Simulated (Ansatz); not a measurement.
The cluster In₄N₄⁺, relaxed as a doublet with UKS r2SCAN-D4/def2-SVP in Ansatz, starting from the GFN1-xTB geometry. Force threshold 0.03 eV/Å.

In the def2 sets In takes a core potential; there is no spin–orbit coupling. The charge 1 doublet is spin-contaminated (final ⟨S²⟩ up to 1.96, 0.75 for a pure state). The structure comes from a short search, and lower isomers may exist.

Start:

```csv
atom,x (Å),y (Å),z (Å)
In1,1.355,1.226,0.366
In2,0.756,-1.607,-0.575
In3,-1.111,0.679,-1.335
In4,-0.998,-0.298,1.546
N5,1.105,0.329,-1.713
N6,1.232,-0.754,1.481
N7,-0.836,1.782,0.632
N8,-1.502,-1.358,-0.402
```

```
step  energy (eV)  largest force component (eV/Å)  SCF passes
   1  -26641.5818                           1.678         117
   2  -26642.6042                           0.925          90
   3  -26642.6849                           0.541          41
   4  -26642.7641                           0.250          38
   5  -26642.7723                           0.078          39
   6  -26642.7738                           0.027          39
```

Force components are those of the run's own axes.

End:

```xyz
8

In    1.465    1.298    0.386
In    0.806   -1.717   -0.615
In   -1.186    0.708   -1.440
In   -1.062   -0.334    1.649
N     0.983    0.286   -1.520
N     1.096   -0.677    1.312
N    -0.772    1.653    0.586
N    -1.330   -1.218   -0.360
```

By distances, no bond broke or formed. The bond that changes most is In2–N8, from 2.28 to 2.21 Å (atoms count from 1).

No frequencies were taken in this run, so the end may be a saddle point.

Hardware: 6 threads of Intel Xeon on a shared host. Wall time 2.3 min, peak host memory 0.69 GiB.
